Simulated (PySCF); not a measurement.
A structure optimised at PBE-D3(BJ)/def2-SVP, used in a PySCF frequency run:

```
Ge
H 1 1.5481
H 1 1.5481 2 110.92
H 1 1.5518 2 111.22 3 124.35
Se 1 2.3866 2 109.70 3 -121.34
I 5 2.5644 1 96.39 2 61.04
```

**Question.** Write its SMILES, formula and point group.

**Answer.** [GeH3][Se]I, GeH3ISe, Cs

**Question.** What are its rotational constants (standard atomic weights)?

**Answer.** 3.2610, 0.74208, 0.60930 GHz
